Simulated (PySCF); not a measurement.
## Ionisation energy of B²⁺ by level of theory

B²⁺ [He] 2s1 (2S) → B³⁺ 1s2 (1S), as a difference of total energies. Calculation: PySCF 2.14, in dyall-acv3z (15s9p4d2f, 76 functions); the spin-free X2C one-electron Hamiltonian (Gaussian nucleus). Correlated levels: valence and next inner shell: nothing frozen; virtual orbitals above 40 to 60 times the deepest correlated orbital energy dropped. The calculations carry no spin-orbit coupling.

| method | ionisation energy (eV) |
| --- | --- |
| UHF | 37.829 |
| LDA | 37.909 |
| PBE | 38.301 |
| PBE0 | 38.241 |
| r2SCAN | 37.865 |
| r2SCAN0 | 37.924 |
| M06-L | 37.236 |
| B97-3 | 37.932 |
| M06-2X | 38.209 |
| MP2 (valence and next inner shell) | 37.912 |
| SCS-MP2 (valence and next inner shell) | 37.903 |

Q: How much does correlation contribute at MP2 (valence and next inner shell)?

A: 37.912 − (37.829) = 0.083 eV, measured against UHF.

Errors of the correlated levels include the incompleteness of this basis.

For comparison: 37.931 eV (measured; NIST Atomic Spectra Database, ionization energies).
